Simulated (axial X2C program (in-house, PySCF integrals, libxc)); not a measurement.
# Worked dissociation energy of MoIn: PBE0, without spin–orbit coupling

Computed with an in-house all-electron X2C program for linear molecules (integrals from PySCF). Spin-free means the one-electron spin-free X2C Hamiltonian. Basis: In dyall-cv3z [11s12p9d4f1g], Mo dyall-cv3z [11s12p9d5f3g] (cores contracted in-house); Gaussian nuclei, density fitting, unrestricted open shells. Masses: In 114.904 u, Mo 97.905 u.

Molecular state: M_S = 5/2, Λ = 0 (beyond evenly filled blocks: σα, π+α, π-α, δ+α, δ-α).

* E(In) (2M_S = 1, M_L = 0): -5880.662196 hartree
* E(Mo) (2M_S = 6, M_L = 0): -4048.093420 hartree
* E(MoIn) at Re: -9928.795469 hartree
* ωe: 128.4 cm⁻¹
* ωexe: 0.43 cm⁻¹

Task: Work out De and D0.

Result: De = -5880.662196 + (-4048.093420) − (-9928.795469) = 0.03985 hartree = 1.084 eV. The zero-point energy is ωe/2 − ωexe/4 = 64 cm⁻¹ = 0.008 eV, so D0 = 1.077 eV.

Occupations by symmetry block were frozen at the best pattern of an incomplete PBE0 search. De is counted from the lowest determinant-based energies of the atoms at the same level, without counterpoise correction. The determinant is spin-polarised beyond a pure state at some levels (its spin-free form has ⟨S²⟩ too high), which makes Re and μ there less reliable. Spin-free De lacks the spin–orbit lowering of the heavy p-block atom, a tenth of an eV or more for 4p and 5p, up to an eV for 6p and one to two eV for 7p atoms, less what an open-shell molecule gains itself.

Each atomic determinant is the lowest at this level and need not be a pure term. Totals compare only within one Hamiltonian and basis.
